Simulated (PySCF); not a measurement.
C2H2F3O, SMILES O[CH]C(F)(F)F, multiplicity 2.

The structure is a stationary point at B3LYP-D3(BJ)/def2-SVP. The isomer is the one that the SMILES or the coordinates give; other isomers of the formula were not compared. The values are those of a single conformer.

Level of theory: PBE0/def2-TZVP in PySCF.

Computed frontier levels, dipole moment and polarisability:
```yaml
"α spin, highest occupied and lowest empty level": -6.36 and 0.88 eV
"β spin, highest occupied and lowest empty level": -10.55 and -1.79 eV
dipole_moment: 1.09 D
quadrupole, principal values (traceless, Buckingham form, about the centre of nuclear charge): -3.68, -2.31, 6.00 D·Å
mean_static_polarisability: 30.2 bohr³ (4.48 Å³)
polarisability_principal_values: 26.1, 30.4, 34.2 bohr³
"⟨S²⟩": 0.754 (pure state 0.75)
```
